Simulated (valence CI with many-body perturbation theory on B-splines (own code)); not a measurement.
Energy levels of Cr XIX

Calculated by valence CI with perturbative core correlation (CI+MBPT): four valence electrons over a frozen Dirac-Fock core [He], a basis of 11 s, 11 p, 9 d, 7 f, 5 g, 2 h, 1 i functions for each j, with the one-electron correlation potential Σ1, the two-electron term Σ2, the three-electron term Σ3, Breit, model QED; selected CI, second order for the rest (own B-spline code, finite nucleus).

No measured levels were compared; by estimate levels of excited configurations hold to 0.05 to 0.15 % of their energy, terms of the ground configuration to about 0.5 %. Among the levels kept, up to 260 cm⁻¹ of a level comes from second order outside the variational space, and about a tenth of that is noise between levels of different J, which matters for small intervals.

Levels 91 to 105 of 105, with energies above the lowest level, 2s2.2p2 3P_0. "Leading %" is the weight of the configuration and term that name the level; weights of strongly mixed levels are sums over their largest components and can fall short. In the jj column 3d3/2^4 stands for four electrons in 3d with j = 3/2.

| No. | Configuration | Term | J | E (eV) | Leading % | Second component | Leading jj |
| --- | --- | --- | --- | --- | --- | --- | --- |
| 91 | 2s.2p2.3d | 5P | 1 | 890.67 | 92 |  | 2s 2p1/2 2p3/2 3d3/2 (43 %) |
| 92 | 2s.2p2.3p | 3F° | 3 | 891.57 | 94 |  | 2s 2p1/2 2p3/2 3p3/2 (38 %) |
| 93 | 2s.2p2.3d | 3F | 3 | 891.76 | 90 | 5 % 2s.2p2.3d 5D | 2s 2p1/2 2p3/2 3d5/2 (44 %) |
| 94 | 2s.2p2.3p | 1D° | 2 | 892.83 | 55 | 31 % 2s.2p2.3p 3F° | 2s 2p1/2 2p3/2 3p3/2 (43 %) |
| 95 | 2s.2p2.3d | 3P | 0 | 892.97 | 93 | 4 % 2s.2p2.3d 5D | 2s 2p3/2^2 3d5/2 (60 %) |
| 96 | 2s.2p2.3p | 3D° | 1 | 893.16 | 73 | 17 % 2s.2p2.3p 1P° | 2s 2p1/2 2p3/2 3p1/2 (67 %) |
| 97 | 2s.2p2.3p | 3F° | 4 | 893.53 | 96 |  | 2s 2p1/2 2p3/2 3p3/2 (49 %) |
| 98 | 2s.2p2.3s | 3P | 1 | 893.89 | 47 | 44 % 2s.2p2.3s 3S | 2s 2p3/2^2 3s (67 %) |
| 99 | 2s.2p2.3p | 1F° | 3 | 894.77 | 87 | 8 % 2s.2p2.3p 3D° | 2s 2p1/2 2p3/2 3p3/2 (55 %) |
| 100 | 2s.2p2.3p | 3D° | 2 | 895.02 | 91 | 6 % 2s.2p2.3p 3P° | 2s 2p1/2 2p3/2 3p3/2 (38 %) |
| 101 | 2s.2p2.3s | 3P | 2 | 895.65 | 92 |  | 2s 2p3/2^2 3s (71 %) |
| 102 | 2s.2p2.3d | 3F | 4 | 896.01 | 91 | 5 % 2s.2p2.3d 5D | 2s 2p3/2^2 3d5/2 (43 %) |
| 103 | 2s.2p2.3p | 3D° | 3 | 896.32 | 90 | 7 % 2s.2p2.3p 1F° | 2s 2p1/2 2p3/2 3p3/2 (45 %) |
| 104 | 2s.2p2.3p | 1P° | 1 | 896.59 | 68 | 24 % 2s.2p2.3p 3D° | 2s 2p1/2 2p3/2 3p3/2 (59 %) |
| 105 | 2s.2p2.3s | 1P | 1 | 897.57 | 80 | 12 % 2s.2p2.3s 3P | 2s 2p3/2^2 3s (66 %) |

Names give the largest LS component (configuration and term), which can be under half, so a name can repeat, a term be missing and a line seem to break the LS rules; names also repeat where a configuration has a term twice.
